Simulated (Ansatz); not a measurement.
A nudged elastic band was laid between two geometries of F3HSi (5 atoms, charge 0, multiplicity 1).

Computed with RKS PBE0/def2-SVP (Ansatz).

```json
{
 "movable images": "5",
 "climbing image": "yes",
 "spring": "5.0 eV/Å²",
 "optimiser": "quadratic models (default)",
 "start path": "through a guess of the saddle point",
 "force threshold": "0.03 eV/Å",
 "iteration limit": "60",
 "end points": "relaxed"
}
```

First end point:

```xyz
5
Properties=species:S:1:pos:R:3
Si 0.222 0.000 0.208
H 0.167 0.000 1.672
F 1.736 0.000 -0.305
F -0.502 1.293 -0.390
F -0.502 -1.293 -0.390
```

Last end point:

```xyz
5
Properties=species:S:1:pos:R:3
Si -0.857 0.000 0.145
H 1.565 0.000 1.637
F 1.469 0.000 0.715
F -0.528 1.249 -0.852
F -0.528 -1.249 -0.852
```

(1) What changes between the two ends?

(2) Give the energies along the band, and the barrier.

(3) What is the geometry of the highest image?

The band took 8 iterations and of the order of 70 core-seconds.

Answers

(1) Bonds broken: Si1–H2, Si1–F3. Bonds formed: H2–F3. F3HSi becomes F2Si + FH.

(2) It converged. The highest image is number 3 of 0 to 6, 3.59 eV above the first end and 0.82 eV above the last; the last end lies 2.77 eV above the first. Neighbouring images differ by up to 1.7 eV, so the band resolves the path poorly. A vibrational analysis at the climbing image gives one clearly imaginary mode, 1302i cm⁻¹: a first-order saddle point. The orbitals stay closed-shell, which can raise the energy where a bond breaks towards radicals; this wasn't checked here.

```json
{"image": "0", "path coordinate (Å)": "0.00", "energy (eV)": "0.00", "Si1–H2 (Å)": "1.47", "Si1–F3 (Å)": "1.60", "H2–F3 (Å)": "2.52"}
{"image": "1", "path coordinate (Å)": "0.43", "energy (eV)": "0.47", "Si1–H2 (Å)": "1.46", "Si1–F3 (Å)": "1.60", "H2–F3 (Å)": "2.11"}
{"image": "2", "path coordinate (Å)": "0.87", "energy (eV)": "2.14", "Si1–H2 (Å)": "1.49", "Si1–F3 (Å)": "1.67", "H2–F3 (Å)": "1.64"}
{"image": "3", "path coordinate (Å)": "1.30", "energy (eV)": "3.59", "Si1–H2 (Å)": "1.64", "Si1–F3 (Å)": "1.88", "H2–F3 (Å)": "1.20"}
{"image": "4", "path coordinate (Å)": "1.65", "energy (eV)": "3.06", "Si1–H2 (Å)": "1.97", "Si1–F3 (Å)": "2.13", "H2–F3 (Å)": "0.96"}
{"image": "5", "path coordinate (Å)": "1.99", "energy (eV)": "2.82", "Si1–H2 (Å)": "2.42", "Si1–F3 (Å)": "2.30", "H2–F3 (Å)": "0.93"}
{"image": "6", "path coordinate (Å)": "2.33", "energy (eV)": "2.77", "Si1–H2 (Å)": "2.84", "Si1–F3 (Å)": "2.39", "H2–F3 (Å)": "0.93"}
```

(3) 
```xyz
5
Properties=species:S:1:pos:R:3
Si -0.281 0.000 0.326
H 0.988 0.000 1.366
F 1.600 0.000 0.339
F -0.593 1.271 -0.618
F -0.593 -1.271 -0.618
```

Time of the run: 73 s on 1 thread of Arm Neoverse V1, on a shared host, peak memory 0.12 GiB.
